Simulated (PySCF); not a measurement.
CH4Si, charge -1, multiplicity 2. Atoms are numbered in the order given.

```xyz
6

C     -1.2051    -0.1165     0.0000
Si     0.6019     0.1292     0.0000
H     -1.7794     0.1047    -0.9116
H     -1.7794     0.1047     0.9116
H      1.1812    -0.6598     1.1866
H      1.1812    -0.6598    -1.1866
```
Charge -1, spin multiplicity 2.

Coordinates come from a PBE-D3(BJ)/def2-TZVPD optimisation. The spin state was assumed, not searched.

Computed with ωB97X/def2-TZVPD run with PySCF.

Mulliken values depend strongly on the basis, most of all with diffuse functions as here. ESP charges are fitted to the potential on shells at 1.4 to 2.0 van der Waals radii. Atomic charges (e):

| atom | meta-Löwdin | Mulliken | ESP fit | Mulliken spin |
|---|---|---|---|---|
| C1 | [?] | -0.52 | -0.70 | 0.51 |
| Si2 | [?] | -0.53 | -0.69 | 0.31 |
| H3 | [?] | 0.11 | 0.18 | 0.04 |
| H4 | [?] | 0.11 | 0.18 | 0.04 |
| H5 | [?] | -0.09 | 0.01 | 0.05 |
| H6 | [?] | -0.09 | 0.01 | 0.05 |

Q: Fill in the missing entries. (The exact figures need the calculation; the answer reports its results.)

A: 
- C1, meta-Löwdin: -0.70
- Si2, meta-Löwdin: -0.10
- H3, meta-Löwdin: 0.07
- H4, meta-Löwdin: 0.07
- H5, meta-Löwdin: -0.16
- H6, meta-Löwdin: -0.16
